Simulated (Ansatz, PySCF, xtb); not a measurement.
Noncovalent pair: SO2 (SMILES O=S=O) (first 3 atoms) with H2 (SMILES [H][H]); geometry from B3LYP-D3(BJ)/def2-TZVP.
(charge 0, multiplicity 1):
```xyz
5

O      1.098     0.967     0.728
S      0.470     0.357    -0.414
O     -0.918    -0.009    -0.330
H     -0.472    -0.717     3.416
H     -0.276    -0.257     2.864
```

Interaction energies are E(AB) − E(A) − E(B) at the monomers' geometry in the complex; basis-set methods are counterpoise corrected. Rows marked so take none.

Frozen-core correlation. Rows in 6-31G* carry no dispersion term and start afresh at each structure (6-31G* with six Cartesian d functions).

Run with Ansatz (a first-principles code) with Gaussian orbitals; PySCF for 6-31G* rows, the dispersion terms; xtb for the GFN methods. 

```tsv
level	interaction energy (kcal/mol)
GFN-FF	-0.29
revPBE/def2-TZVPPD	0.34
B3LYP/6-31G* (no counterpoise)	-0.33
PBE0/def2-TZVPPD	-0.12
PBE0-D4/def2-TZVPPD	-0.40
BHLYP-D3(BJ)/def2-TZVPPD	-0.40
wB97X-V/def2-TZVPPD	-0.34
B2PLYP-D4/def2-TZVPPD	?
SCS-MP2/aug-cc-pV(T+d)Z	-0.15
```

Q: Complete the blanks.

A: 
- B2PLYP-D4/def2-TZVPPD, interaction energy (kcal/mol): -0.22
